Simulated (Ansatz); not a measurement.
`[BH2][GeH2][SiH2][SiH3]` + `F[SiH3]` → `[BH2][GeH2][SiH3]` + `F[SiH2][SiH3]`  (redistribution)

Isolated molecules relaxed with PBE0-D4/def2-TZVP in Ansatz; ΔE leaves out vibrations. CCSD(T)/CBS adds triple-zeta CCSD(T) − MP2 to the extrapolated MP2 energy (def2 sets, frozen cores). This one scheme is used for every species. DFT in def2-TZVPP. For Ge outer-core shells are correlated without core-valence functions, which leaves a few kJ/mol of doubt a bond. Scalar relativity is left out up to krypton. Each species was taken in one conformer, which may not be the lowest.

```csv
level,ΔE (kcal/mol)
r2SCAN-D4,3.3
MP2/def2-QZVPP,4.7
```

Problem. What does CCSD(T)/CBS give? (Best estimate.)

Solution. Computed: +3.9 kcal/mol. The listed levels differ from it by -0.6, 0.8 kcal/mol.

Largest T1 diagnostic among the species: 0.013.

The D4 term adds +1.1 kcal/mol with B3LYP and +0.7 kcal/mol with PBE0; it sums over pairs of atoms, weighted by their polarisabilities, and B3LYP, whose exchange is more repulsive, gets the larger term. In def2-TZVPP, CCSD(T) changes the Hartree–Fock value by +1.5 kcal/mol (the triples alone add +0.3 kcal/mol) and MP2 by +2.3 kcal/mol.

B3LYP here is the variant with VWN-RPA as its local correlation; programs differ in this.
